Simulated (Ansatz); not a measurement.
A structure relaxed at PBE-D4/def2-SVP in Ansatz, charge 1, singlet:

```xyz
7

La    0.884   -2.147    0.050
La    1.908    1.277    0.329
La   -2.510   -1.026   -1.311
La   -1.164    0.220    1.631
La    1.718   -0.770    3.061
La    0.627    0.029   -2.723
La   -1.463    2.418   -1.037
```

(1) Give its formula and point group.

(2) Summarise the bond lengths by kind (pairs closer than 1.2 times the sum of covalent radii, bridged metal pairs left out).

Results:

(1) La7⁺. Point group Cs (tolerance 0.1 Å).

(2) 16 × La–La 3.37 to 4.71 Å.

In the def2 sets La takes a core potential; there is no spin–orbit coupling. The restricted singlet is unstable towards broken spin symmetry at other levels; at PBE-D4/def2-SVP this wasn't settled. At PBE-D4/def2-SVP a triplet of charge 1 lies 0.37 eV below the restricted singlet, each at its own geometry. The structure comes from a short search, and lower isomers may exist.
